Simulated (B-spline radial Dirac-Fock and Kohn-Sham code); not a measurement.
These are calculated numbers from a radial atomic solver; the model is relaxed Dirac-Fock hole states (ΔSCF) with Breit and QED corrections and a finite nucleus. Free neutral atoms.

**Question.** Order these X-ray lines by photon energy, lowest first.
A. La Lβ6
B. Dy Lγ4
C. Zn Kα2
D. Ta Lβ4
E. Nd Lγ1
F. Dy Lβ4

**Answer.** A (5201.7 eV), E (6598.7 eV), F (7207.5 eV), C (8614.7 eV), B (9026.8 eV), D (9216.1 eV).
